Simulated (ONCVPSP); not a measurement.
**Which change was made? (Sc, ONCV)**

ONCVPSP 4.0.1 input, shortened (lines: element, Z, core and valence counts, functional; n l f; lmax; l rc ep ncon nbas qcut; lloc lpopt rc5 dvloc0; l nproj debl; icmod fcfact rcfact), PBE, scalar-relativistic:

```
  Sc 21.00    4    3        4      upf
    1    0    2.00
    2    0    2.00
    2    1    6.00
    3    0    2.00
    3    1    6.00
    3    2    1.50
    4    0    1.50
    3
    0    2.85    0.00    3    6    2.60
    1    1.45    0.00    4    7    9.70
    2    2.70    0.00    3    8    5.90
    3    2.85    0.03    4    7    3.50
    4    5    0.95    0.00
    0    2    0.60
    1    2    2.80
    2    2    3.70
    3    1    0.70
    3    6.00    1.50
```

Cutoffs, loose and tight: the cutoffs (Ha) at which the residual kinetic energy of the hardest occupied pseudo-wave falls to 1 and 0.1 mHa per electron. They do not see the model core or the augmentation charge, which bear on the density cutoff. Test errors are all-electron minus pseudo excitation energies from the reference, over the configurations 3p6 3d1 4s2; 3p6 3d1 4s1; 3p6 3d1 4s0; 3p6 3d1 4s1.5; variants that change the core or the reference have their own tests.

The base gives: outcome: generated; cutoff, loose: 16 Ha; cutoff, tight: 26 Ha; bound ghosts: s; GHOST(+) flags above zero: d, f; largest test error (meV): +47.

After one change the result is: outcome: generated; cutoff, loose: 31 Ha; cutoff, tight: 41 Ha; bound ghosts: s; GHOST(+) flags above zero: s, d, f; largest test error (meV): +54. Which change was it?
A. all radii but the core radius scaled by about 0.80 (s 2.28, p 1.16, d 2.16, f 2.28 bohr); local potential polynomial inside 0.76 bohr (lpopt 5, dvloc0 0 Ha)
B. all radii but the core radius scaled by about 1.29 (s 3.68, p 1.86, d 3.48, f 3.68 bohr); local potential polynomial inside 1.22 bohr (lpopt 5, dvloc0 0 Ha)
C. all radii but the core radius scaled by about 0.90 (s 2.56, p 1.30, d 2.42, f 2.56 bohr); local potential polynomial inside 0.86 bohr (lpopt 5, dvloc0 0 Ha)

A. The others give: all radii but the core radius scaled by about 0.90 (s 2.56, p 1.30, d 2.42, f 2.56 bohr); local potential polynomial inside 0.86 bohr (lpopt 5, dvloc0 0 Ha) → outcome: generated; cutoff, loose: 23 Ha; cutoff, tight: 35 Ha; bound ghosts: s; GHOST(+) flags above zero: s, d, f; largest test error (meV): +55 | all radii but the core radius scaled by about 1.29 (s 3.68, p 1.86, d 3.48, f 3.68 bohr); local potential polynomial inside 1.22 bohr (lpopt 5, dvloc0 0 Ha) → outcome: generated; cutoff, loose: 17 Ha; cutoff, tight: 20 Ha; bound ghosts: s; GHOST(+) flags above zero: d, f; largest test error (meV): +171.
